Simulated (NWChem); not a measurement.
Molecule: SiNH₅O; SMILES N[SiH2]O

```xyz
8

Si    -0.4691     0.0315    -0.0007
N      0.4117    -1.4395     0.0041
O      0.5420     1.3622     0.0068
H     -1.3349     0.0833     1.2183
H     -1.3103     0.0178    -1.2351
H      0.8229    -1.7781    -0.8581
H      0.9871    -1.6894     0.8006
H      0.1444     2.2079     0.2334
```
Atoms are numbered in this order, from 1.

All runs use the structure optimised with PBE0/def2-SVP.

Give the principal values of the shielding tensors (ppm) of Si1, N2, O3 from PBE/pcSseg-1, GIAO (NWChem), with their diamagnetic and paramagnetic parts as GIAO splits them.


| atom | σ11 | σ22 | σ33 | isotropic | diamagnetic | paramagnetic |
|---|---|---|---|---|---|---|
| Si1 | 322.5 | 382.9 | 400.0 | 368.4 | 881.3 | -512.9 |
| N2 | 209.9 | 225.2 | 255.8 | 230.3 | 318.1 | -87.8 |
| O3 | 235.9 | 267.2 | 324.2 | 275.7 | 390.8 | -115.1 |
